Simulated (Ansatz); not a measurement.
Stretching the Be1–F2 bond in BeFHO (SMILES [OH][Be][F]) (multiplicity 1 held, fragments rigid). Energies count from the point at 1.389 Å.
Geometry at that point (charge 0, multiplicity 1):
```xyz
4

Be     0.02934     0.01482    -0.02556
F      0.98280     0.52801    -0.89505
O     -0.99865    -0.46737     0.82454
H     -0.97341    -1.07241     1.56141
```

R- and RO- levels are restricted; in cc, def2 and unpolarised 6-31G sets they are followed outwards from rest. U- levels take the lowest unrestricted solution at each point, which mixes spins at long bonds. Left out are points that failed, MP2 points in a non-variational dive below the minimum, coupled-cluster points behind a sign of a changed root (a jump of the amplitudes, or a one-step jump against full CI or MRCI), small-basis points behind a change of solution, and semi-empirical points at long bonds. Levels need not reach the same state.

Frozen-core correlation.

Run with Ansatz (Gaussian basis) for Hartree–Fock, density functionals and correlated methods. 

Energies in kcal/mol.

```csv
R (Å),R-MP2/aug-cc-pVDZ,U-MP2/aug-cc-pVDZ,R-CCSD/aug-cc-pVDZ,R-CCSD(T)/aug-cc-pVDZ
1.111,64.2,64.2,63.2,63.7
1.250,14.5,14.5,14.0,14.3
1.389,0.0,0.0,0.0,0.0
1.528,2.6,2.6,3.1,2.8
1.666,13.2,13.2,14.2,13.6
1.875,34.6,34.6,36.3,35.2
2.083,56.7,56.7,59.1,57.5
2.430,89.9,89.9,93.0,90.5
2.777,116.7,149.0,120.1,116.3
3.194,141.5,161.6,144.4,137.3
3.749,165.5,165.6,left out,135.5
4.444,185.5,166.7,left out,left out
```

Doubts at one or more of the structures used: a restricted determinant that unrestricted orbitals would lower (R-MP2/aug-cc-pVDZ, R-CCSD/aug-cc-pVDZ, R-CCSD(T)/aug-cc-pVDZ); a spin-contaminated determinant (U-MP2/aug-cc-pVDZ); T1 above 0.05 (R-CCSD/aug-cc-pVDZ, R-CCSD(T)/aug-cc-pVDZ).

Ansatz is an electronic-structure program.
